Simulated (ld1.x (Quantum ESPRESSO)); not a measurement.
# Te TM: all-electron and pseudo phase curves

* Element: Te
* Generator: ld1.x (Quantum ESPRESSO) 7.5
* Type: norm-conserving Troullier–Martins (Kleinman–Bylander form)
* Functional: PBE
* Relativity: scalar-relativistic
* Frozen core: [Ar] 3d10
* Valence charge: 24
* Reference configuration: 4s2 4p6 4d10 5s2 5p4
* Partial waves: 4s (bound): rc 1.05 bohr; 4p (bound): rc 1.30 bohr; 4d (bound): rc 0.90 bohr; 4f channel at 0.35 Ry: rc 1.30 bohr
* Local potential: all-electron potential smoothed inside 1.05 bohr (lloc = -1)
* Core correction: none

Occupied shells without a wave of their own: 5p, 5s. They enter only through the test configuration that unscreens the potential.

The phase is arctan(r·u′/u) with u = r·R(r), unwrapped; energies in Ry, scanned from -14 to 5 Ry. A pole is an energy at which the radial function vanishes at the test radius. The pseudo phase is shifted by a multiple of π to meet the all-electron one at the reference energy, and phase errors are pseudo minus all-electron; the curves can meet again beyond the range given. Levels narrower than the energy grid can be missing from the lists of poles.

```tsv
channel	radius (bohr)	reference energy (Ry)	poles, all-electron	poles, pseudo	unbroken range about the reference energy with phases within 0.05 rad	phase error 1 Ry above the reference energy (rad)
s	1.41	-12.08	-11.41	-11.42	below -2.4	-0.000
p	1.41	-8.41	-7.37	-7.38	below 0.9	-0.001
d	1.41	-3.06	-1.14	-1.15	the whole range	-0.000
f	1.41	0.35	none	none	the whole range	+0.002
```

The potential misses its own reference levels by up to 1.6 eV, so it is not fit for use.

Phases in the f channel:

| E (Ry) | all-electron | pseudo |
| --- | --- | --- |
| -14.00 | 1.390 | 1.390 |
| -13.52 | 1.387 | 1.387 |
| -13.04 | 1.384 | 1.385 |
| -12.56 | 1.381 | 1.381 |
| -12.08 | 1.378 | 1.378 |
| -11.60 | 1.374 | 1.374 |
| -11.12 | 1.371 | 1.371 |
| -10.64 | 1.367 | 1.367 |
| -10.16 | 1.362 | 1.363 |
| -9.68 | 1.358 | 1.358 |
| -9.20 | 1.353 | 1.353 |
| -8.72 | 1.348 | 1.348 |
| -8.24 | 1.342 | 1.343 |
| -7.76 | 1.336 | 1.337 |
| -7.28 | 1.330 | 1.330 |
| -6.80 | 1.323 | 1.323 |
| -6.32 | 1.315 | 1.315 |
| -5.84 | 1.306 | 1.307 |
| -5.36 | 1.297 | 1.297 |
| -4.88 | 1.287 | 1.287 |
| -4.40 | 1.275 | 1.275 |
| -3.92 | 1.261 | 1.262 |
| -3.44 | 1.246 | 1.246 |
| -2.96 | 1.228 | 1.228 |
| -2.48 | 1.207 | 1.207 |
| -2.00 | 1.182 | 1.182 |
| -1.52 | 1.150 | 1.151 |
| -1.04 | 1.111 | 1.111 |
| -0.56 | 1.060 | 1.060 |
| -0.08 | 0.990 | 0.990 |
| 0.40 | 0.890 | 0.890 |
| 0.88 | 0.737 | 0.737 |
| 1.36 | 0.486 | 0.488 |
| 1.84 | 0.082 | 0.089 |
| 2.32 | -0.433 | -0.418 |
| 2.80 | -0.856 | -0.839 |
| 3.28 | -1.122 | -1.105 |
| 3.76 | -1.285 | -1.270 |
| 4.24 | -1.393 | -1.377 |
| 4.72 | -1.470 | -1.454 |
